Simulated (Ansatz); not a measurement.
HgH₂, relaxed as a singlet with RKS r2SCAN-D4/def2-TZVP in Ansatz, starting from the GFN2-xTB geometry. Force threshold 0.02 eV/Å.

In the def2 sets Hg takes a core potential; there is no spin–orbit coupling.

Start:

```xyz
3

Hg   -0.001    0.000    0.000
H    -1.637   -0.306    0.483
H     1.638    0.306   -0.483
```

| step | energy (eV) | largest force component (eV/Å) | SCF passes |
| --- | --- | --- | --- |
| 1 | -4210.2220 | 1.157 | 25 |
| 2 | -4210.2767 | 1.030 | 27 |
| 3 | -4210.3296 | 0.073 | 26 |
| 4 | -4210.3299 | 0.001 | 27 |

Force components are those of the run's own axes.

End:

```xyz
3

Hg    0.0000   -0.0002    0.0000
H    -1.5541   -0.2902    0.4585
H     1.5541    0.2904   -0.4585
```

By distances, no bond broke or formed. The bond that changes most is Hg1–H3, from 1.74 to 1.65 Å (atoms count from 1).

No frequencies were taken in this run, so the end may be a saddle point.

Hardware: 4 threads of Intel Xeon on a shared host. Wall time 8.1 s.
